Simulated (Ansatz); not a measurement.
The pair A = N2 (SMILES N#N) (first 2 atoms), B = H4OSi (SMILES O[SiH3]); geometry from B3LYP-D3(BJ)/def2-TZVP.
(charge 0, multiplicity 1):
```xyz
8

N      0.1531    -0.6464    -1.1456
N      0.3604    -0.4633    -0.0912
O      0.8839     0.0813     3.0134
Si    -0.5101     0.1951     3.8878
H      0.8166    -0.0838     2.0689
H     -1.3703     1.3073     3.4101
H     -0.1005     0.4467     5.2837
H     -1.3074    -1.0556     3.8177
```

Frozen-core correlation. MP2 and its Hartree–Fock in aug-cc-pV(Q+d)Z, aug-cc-pV(T+d)Z are density fitted.

Programs: Ansatz (Gaussian orbitals). Each number belongs to the level named beside it.

The counterpoise-corrected interaction energy is E(AB) − E(A in the pair's basis) − E(B in the pair's basis). Total energies (hartree):

| level | AB | A in the pair's basis | B in the pair's basis |
|---|---|---|---|
| HF/aug-cc-pV(T+d)Z | -475.1999012 | -108.9860810 | -366.2135708 |
| MP2/aug-cc-pV(T+d)Z | -475.9652814 | -109.3638356 | -366.5988499 |
| HF/aug-cc-pV(Q+d)Z | -475.2157684 | -108.9928765 | -366.2226124 |
| MP2/aug-cc-pV(Q+d)Z | -476.0283965 | -109.3928063 | -366.6328913 |
| MP2/aug-cc-pV(D+d)Z | -475.7725352 | -109.2770990 | -366.4931699 |
| CCSD(T)/aug-cc-pV(D+d)Z | -475.8253213 | -109.2934980 | -366.5296927 |

### Question
Work out the counterpoise-corrected interaction energy at the basis-set limit: extrapolate the MP2 correlation part as X⁻³, take Hartree–Fock from the larger set, and add the CCSD(T) − MP2 difference of aug-cc-pV(D+d)Z.

### Answer

1. Differences (1 hartree = 627.509 kcal/mol): HF/aug-cc-pV(T+d)Z -0.157; MP2/aug-cc-pV(T+d)Z -1.629; HF/aug-cc-pV(Q+d)Z -0.175; MP2/aug-cc-pV(Q+d)Z -1.694; MP2/aug-cc-pV(D+d)Z -1.422; CCSD(T)/aug-cc-pV(D+d)Z -1.337.
2. Correlation parts, MP2 less HF: -1.472 in aug-cc-pV(T+d)Z (X = 3), -1.518 in aug-cc-pV(Q+d)Z (X = 4).
3. Limit (4³·(-1.518) − 3³·(-1.472))/(4³ − 3³) = -1.552; with HF/aug-cc-pV(Q+d)Z it gives -1.727.
4. CCSD(T) less MP2 in aug-cc-pV(D+d)Z: 0.085.
Result: -1.64 kcal/mol, against -1.63 at MP2/aug-cc-pV(T+d)Z. It is an estimate of this method's limit, not of the exact value.

Ansatz is a program for electronic structure.
